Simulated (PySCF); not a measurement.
## Broadened absorption spectrum of C5H11NO

Species: C5H11NO.
Numbering: `[CH3:1][CH2:2][N:3]([CH:4]=[O:5])[CH2:6][CH3:7]` (hydrogens: H8, H9, H10 on C1; H11, H12 on C2; H13 on C4; H14, H15 on C6; H16, H17, H18 on C7)

Cartesian coordinates in Å at the GFN2-xTB level; atoms count from 1:
```xyz
18
C5H11NO angstrom
C      2.2698   -0.0593   -0.0822
C      0.9971    0.7793   -0.2021
N     -0.1436   -0.0227   -0.5801
C     -0.4928   -0.2001   -1.8645
O     -1.3954   -0.9006   -2.2574
C     -0.8827   -0.7127    0.4601
C     -1.9603    0.1757    1.0750
H      2.1525   -0.8298    0.6759
H      3.1094    0.5728    0.1945
H      2.4905   -0.5426   -1.0310
H      1.1418    1.5580   -0.9560
H      0.7791    1.2662    0.7519
H      0.1482    0.3818   -2.5546
H     -1.3512   -1.5831   -0.0053
H     -0.1823   -1.0512    1.2278
H     -1.5259    1.0677    1.5214
H     -2.4947   -0.3718    1.8464
H     -2.6682    0.4790    0.3083
```

Method used: TDDFT CAM-B3LYP/def2-SVPD, vertical, gas phase, core orbitals frozen in the response in PySCF 2.14.0, density-fitted response routines.

Computed states:

| state | E (eV) | f |
| --- | --- | --- |
| S1 | 5.75 | 0.0011 |
| S2 | 6.83 | 0.015 |
| S3 | 6.88 | 0.178 |
| S4 | 7.43 | 0.025 |
| S5 | 7.56 | 0.013 |
| S6 | 7.64 | 0.049 |
| S7 | 7.84 | 0.0071 |
| S8 | 8.20 | 0.050 |

Each state is given a Gaussian of 0.4 eV full width at half maximum, with ε(max) = 2.175×10⁸ f / Δν̃ (Δν̃ the width in cm⁻¹). The width is an assumption, not a result. The curve ends short of the highest state used, and states not computed would add to its high-energy end.

Question: What does the envelope look like, and where are its maxima?

Answer: 
λ (nm), ε (L mol⁻¹ cm⁻¹) and a bar:
```
    163.2       5302 ############
    166.6       4085 #########
    170.0       2477 ######
    173.3       3944 #########
    176.7       9335 ######################
    180.1      13024 ##############################
    183.5      10216 ########################
    186.8       4904 ###########
    190.2       1456 ###
    193.6        285 #
    196.9         42 
    200.3          7 
    203.7         11 
    207.1         29 
    210.4         53 
    213.8         72 
    217.2         73 
    220.5         57 
    223.9         35 
    227.3         17 
    230.6          7 
    234.0          2 
    237.4          1 
    240.8          0
```

Maxima: 216 nm (5.75 eV), ε about 76, made up of S1 (100%); 180 nm (6.88 eV), ε about 13000, made up of S3 (92%); 163 nm (7.59 eV), ε about 5300, made up of S4 (20%), S5 (17%) and S6 (60%) (ε in L mol⁻¹ cm⁻¹; maxima over ε = 5, shares over 10%).

Question: On this curve, what absorbance would a 10⁻³ mol/L sample give at 222 nm over a 1 cm path?

Answer: 222 nm is 5.585 eV, where ε is about 47 L mol⁻¹ cm⁻¹, so A = ε c l ≈ 0.047 (Beer–Lambert, with the gas-phase spectrum and the assumed width).

Question: What would ε be at 6.88 eV, the highest of these maxima, with half the width (0.2 eV)?

Answer: About 25800 L mol⁻¹ cm⁻¹ against 13000, a factor of about 1.98; a lone state at its own centre would give exactly 2.

Question: Coming from long wavelengths, where does ε first pass 100 L mol⁻¹ cm⁻¹?

Answer: At about 195 nm (6.34 eV), 0.59 eV above S1.

One conformer stands for the species.
